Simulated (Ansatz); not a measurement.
Computed with Ansatz on PBE0-D4/def2-TZVP structures; ΔE is electronic, products minus reactants. CCSD(T)/CBS adds triple-zeta CCSD(T) − MP2 to the extrapolated MP2 energy (def2 sets, frozen cores). Functionals use def2-TZVPP. For Ga outer-core shells are correlated without core-valence functions, which leaves a few kJ/mol of doubt a bond. Scalar relativity is left out up to krypton. Each species was taken in one conformer, which may not be the lowest.

Consider the cleavage of the Al–Ga bond: `[NH2][GaH][AlH2]` + `O=CN[SiH3]` → `O=C[N]([AlH2])[SiH3]` + `[NH2][GaH2]`.

| species | PBE energy (Eh) |
| --- | --- |
| `[NH2][GaH][AlH2]` | -2224.56445 |
| `O=CN[SiH3]` | -460.34093 |
| `O=C[N]([AlH2])[SiH3]` | -703.25120 |
| `[NH2][GaH2]` | -1981.67444 |

Task: Work out ΔE.

Result: ΔE = (-703.25120) + (-1981.67444) − (-2224.56445) − (-460.34093) = -0.02026 Eh = -53.2 kJ/mol. CCSD(T)/CBS gives -72.9 kJ/mol.

Largest T1 diagnostic among the species: 0.015.

In def2-TZVPP, CCSD(T) changes the Hartree–Fock value by −5.1 kJ/mol (the triples alone add −1.8 kJ/mol) and MP2 by −14.3 kJ/mol. The D4 term adds −6.8 kJ/mol with B3LYP and −3.5 kJ/mol with PBE0; it sums over pairs of atoms, weighted by their polarisabilities, and B3LYP, whose exchange is more repulsive, gets the larger term. From PBE to PBE0 (25 % exact exchange), in def2-TZVPP and without D4, ΔE moves by −4.2 kJ/mol.

B3LYP here is the variant with VWN-RPA as its local correlation; programs differ in this.
